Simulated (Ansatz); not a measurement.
C$_{10}$H$_{23}$P, SMILES `CCP(C(C)(C)C)C(C)(C)C`. Charge 0, multiplicity 1. The structure was optimised at the PBE0-D4/def2-TZVP level. It is one conformer, not always the lowest.

```xyz
34

C    -2.683    1.291    1.181
C    -1.298    0.668    1.289
P    -0.753   -0.189   -0.264
C     0.289   -1.591    0.457
C    -0.748   -2.624    0.911
C     1.129   -2.225   -0.648
C     1.186   -1.248    1.643
C     0.375    1.091   -1.074
C    -0.465    2.364   -1.195
C     1.670    1.428   -0.346
C     0.688    0.613   -2.492
H    -3.425    0.536    0.909
H    -2.726    2.073    0.422
H    -2.987    1.736    2.133
H    -0.558    1.409    1.609
H    -1.319   -0.093    2.072
H    -0.237   -3.502    1.321
H    -1.406   -2.234    1.692
H    -1.375   -2.948    0.078
H     0.532   -2.431   -1.540
H     1.542   -3.176   -0.294
H     1.970   -1.592   -0.936
H     1.662   -2.164    2.012
H     1.979   -0.551    1.377
H     0.625   -0.820    2.475
H     0.068    3.090   -1.818
H    -0.643    2.833   -0.225
H    -1.431    2.166   -1.666
H     2.373    0.594   -0.358
H     2.161    2.273   -0.842
H     1.496    1.715    0.694
H     1.227    1.399   -3.034
H     1.311   -0.281   -2.504
H    -0.229    0.391   -3.041
```

What is the dipole moment at PBE/def2-TZVPP? (An estimate is asked.)

Ansatz gave: 1.16 D, with components (0.89, 0.32, 0.67) D in this frame, pointing from negative to positive charge.

And with r2SCAN, B3LYP, ωB97M-V? (Best estimate.)

Ansatz gave: r2SCAN 1.22 D, B3LYP 1.15 D, ωB97M-V 1.16 D.

Give the Mulliken charges with PBE, B3LYP, ωB97M-V in def2-TZVPP. (Best estimate.)

Ansatz gave: 
```csv
atom,PBE,B3LYP,ωB97M-V
C1,-0.25,-0.26,-0.30
C2,-0.13,-0.16,-0.31
P3,-0.07,0.01,0.15
C4,0.23,0.23,-0.10
C5,-0.29,-0.32,-0.31
C6,-0.31,-0.34,-0.39
C7,-0.29,-0.31,-0.32
C8,0.23,0.22,-0.06
C9,-0.30,-0.32,-0.37
C10,-0.30,-0.32,-0.37
C11,-0.29,-0.31,-0.33
H12,0.08,0.08,0.11
H13,0.08,0.08,0.10
H14,0.08,0.08,0.11
H15,0.07,0.07,0.12
H16,0.07,0.08,0.12
H17,0.07,0.08,0.11
H18,0.08,0.08,0.12
H19,0.09,0.10,0.13
H20,0.09,0.10,0.13
H21,0.07,0.08,0.12
H22,0.08,0.08,0.11
H23,0.07,0.08,0.12
H24,0.08,0.08,0.12
H25,0.07,0.08,0.11
H26,0.07,0.08,0.12
H27,0.08,0.08,0.12
H28,0.09,0.09,0.13
H29,0.07,0.08,0.11
H30,0.07,0.08,0.12
H31,0.08,0.09,0.12
H32,0.07,0.07,0.11
H33,0.08,0.08,0.12
H34,0.09,0.09,0.13
```

B3LYP here is the variant with VWN-RPA as its local correlation; programs differ in this.
